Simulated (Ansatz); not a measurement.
Born–Oppenheimer molecular dynamics of H$_{7}$PSn (9 atoms, charge 0, multiplicity 1). It starts at the highest image of a converged band. Of that band: A structure lower than the first end lies on the path between it and the top, so the climb from that side starts below the end, which may itself be a saddle point or a shallow side well. Neighbouring images differ by up to 2.3 eV, so the band resolves the path poorly. A vibrational analysis at the climbing image gives one clearly imaginary mode, 1714i cm⁻¹: a first-order saddle point.

These are results of RKS PBE/def2-SVP (Ansatz), not measurements.

| Quantity | Value |
| --- | --- |
| ensemble | NVE (velocity Verlet) |
| time step | 0.5 fs |
| steps asked | 200 |
| starting velocities drawn for | 100 K |
| seed | 5105 |

First frame:

```xyz
9
Properties=species:S:1:pos:R:3
Sn -0.236 -0.086 -0.035
H -0.097 1.031 1.638
H 1.311 -0.735 0.403
H -0.318 1.377 -0.945
H -1.048 -1.354 -0.944
P -2.669 -0.305 1.770
H -3.233 -0.086 0.464
H -2.333 -1.686 1.545
H -1.078 0.533 1.723
```

(1) What does the run give?

(2) What happens to the structure?

(3) How do temperature and energy run in time?

Results:

(1) The run went to its last step.

* steps done: 200
* time covered: 100 fs
* mean temperature over the second half: 2330 K
* spread of the potential energy over the second half: 10.5 meV per atom
* mean potential energy of the second half above the start: -224.3 meV per atom

The conserved energy stayed within 0.49 meV per atom of its start (net change -0.24 meV per atom), so the integration is sound. The kinetic energy rose, since the run started high on the potential surface and went downhill. It ends in pieces (H2 + H5PSn), so much of that is their flight and rotation, not heat. A run of 0.1 ps of so small a system gives no equilibrium averages. The orbitals stay closed-shell, which can raise the energy where a bond breaks towards radicals; this wasn't checked here.

(2) Between its relaxed ends the band would form Sn1–P6, H2–H9 and break Sn1–H2, P6–H9. These pairs go: Sn1–P6 3.04 → 2.72 Å, H2–H9 1.10 → 0.81 Å, Sn1–H2 2.02 → 12.60 Å, P6–H9 1.80 → 12.58 Å. In the last frame they stand as after the step (other bonds may differ from the relaxed reactants and products). Also parted: Sn1–H9 2.05 → 12.16 Å. It ends as H2 + H5PSn. Pairs count as bonded within 1.25 times the sum of covalent radii (0.12 Å more for H–H). This is one draw of velocities; another would differ in detail.

(3) 
| time (fs) | T (K) | potential energy less start (eV) | conserved less start (meV/atom) |
| --- | --- | --- | --- |
| 0 | 100 | 0.000 | 0.00 |
| 5 | 121 | -0.019 | 0.07 |
| 10 | 666 | -0.512 | 0.01 |
| 15 | 1661 | -1.412 | 0.07 |
| 20 | 2229 | -1.929 | -0.31 |
| 25 | 2409 | -2.092 | -0.37 |
| 30 | 2393 | -2.074 | 0.04 |
| 35 | 2381 | -2.061 | 0.29 |
| 40 | 2426 | -2.105 | -0.06 |
| 45 | 2500 | -2.173 | -0.22 |
| 50 | 2361 | -2.045 | 0.07 |
| 55 | 2207 | -1.905 | 0.13 |
| 60 | 2297 | -1.992 | -0.45 |
| 65 | 2316 | -2.009 | -0.45 |
| 70 | 2161 | -1.864 | 0.16 |
| 75 | 2274 | -1.969 | -0.22 |
| 80 | 2428 | -2.110 | -0.38 |
| 85 | 2351 | -2.037 | 0.04 |
| 90 | 2346 | -2.029 | 0.34 |
| 95 | 2484 | -2.158 | -0.08 |
| 100 | 2477 | -2.153 | -0.24 |

The run took 3.4 min on 2 threads of Arm Neoverse V1, on a shared host, peak memory 0.12 GiB.
